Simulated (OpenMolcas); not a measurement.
An OpenMolcas run meant for Tc4+ (ANO-RCC-VTZP, DKH2; inactive shells 1s 2s 2p 3s 3p 3d 4s 4p; intended active space 3 electrons in 10 orbitals (4d 5d)). One step of its input:

```
&CASPT2
Multistate=10 1 2 3 4 5 6 7 8 9 10
Frozen=8 6
IPEA=0.25
Shift=3.0
MaxIter=60
WThr=0.0 0.3 0.05
PrWF=0.5
NoMix
```

The run finished. Its levels beside those of a sound run (SS-CASPT2, IPEA 0.25 Eh, imaginary shift 0.1 Eh (closed shells correlated: 4s 4p)), in cm⁻¹ above each run's lowest level:

```json
{"Level": "4d³ ⁴F_3/2", "This run": "0.0", "Usual run": "0.0"}
{"Level": "4d³ ⁴F_5/2", "This run": "1060", "Usual run": "1068"}
{"Level": "4d³ ⁴F_7/2", "This run": "2380", "Usual run": "2389"}
{"Level": "4d³ ⁴F_9/2", "This run": "3857", "Usual run": "3858"}
{"Level": "4d³ ⁴P_3/2", "This run": "12576", "Usual run": "11991"}
{"Level": "4d³ ⁴P_1/2", "This run": "12562", "Usual run": "12037"}
{"Level": "4d³ ⁴P_5/2", "This run": "14248", "Usual run": "13763"}
{"Level": "4d³ ²G_7/2", "This run": "14407", "Usual run": "13857"}
{"Level": "4d³ ²G_9/2", "This run": "15299", "Usual run": "14782"}
{"Level": "4d³ ²P_1/2", "This run": "18324", "Usual run": "17197"}
{"Level": "4d³ ²H_9/2", "This run": "19789", "Usual run": "19339"}
{"Level": "4d³ ²H_11/2", "This run": "20176", "Usual run": "19747"}
{"Level": "4d³ ²D_5/2(1)", "This run": "21247", "Usual run": "20401"}
{"Level": "4d³ ²F_7/2", "This run": "30567", "Usual run": "29483"}
```

Problem. Which setting is unsound, and how much does it matter here?

Solution. The level shift is far above the usual 0.1 to 0.3 hartree and damps the second-order energy. Against the sound run the excited levels shown move by 510 cm-1 on average and by 1100 cm-1 at most.

CASPT2 does not keep the components of a term degenerate, so their means are used; among the terms shown or strongly mixed into the levels shown the widest spread is 440 cm-1 (4d³ ⁴F, the sound run). Active for correlation alone: 5d; no level in the range computed is led by a configuration that fills it, so any true level of that kind is missing. Levels of configurations outside the active space are missing.

A number in round brackets counts repeated terms of one configuration in the order of the reference energies.
